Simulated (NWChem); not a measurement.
System: SiNH2Br, singlet; SMILES N[Si]Br

```xyz
5

Si     0.7038     1.1711     0.0000
Br    -0.0183    -0.9979     0.0000
N     -0.8302     1.9331     0.0000
H     -1.7357     1.4704     0.0000
H     -0.9083     2.9466     0.0000
```
Atoms are numbered in this order, from 1.

Computed with NWChem. Geometry optimised at PBE0/def2-SVP; all other runs use it. Low-valent species are run as closed-shell singlets; no triplet was tried in these runs. This build's default masses of Se (78.918 u) and Br (79.917 u) are each other's, which moves their modes by up to 0.6 %.

| quantity | level | value |
|---|---|---|
| anisotropy (bohr³), static | CAM-B3LYP/def2-SVPD | 27.2 |
| vertical, lowest excitation, singlet (eV) | CAM-B3LYP/def2-SVPD, TDA | 4.57 |
| vertical ionisation energy, ΔSCF (eV) | CAM-B3LYP/def2-SVP | 9.29 |
| cavity-dispersion-structure term (kcal/mol) in n-hexane | PBE0/def2-SVP, SMD | -1.8 |
| dipole (D) | PBE0/def2-SVP | 3.06 |
| highest harmonic frequency (cm⁻¹) | PBE0/def2-SVP | 3685 |
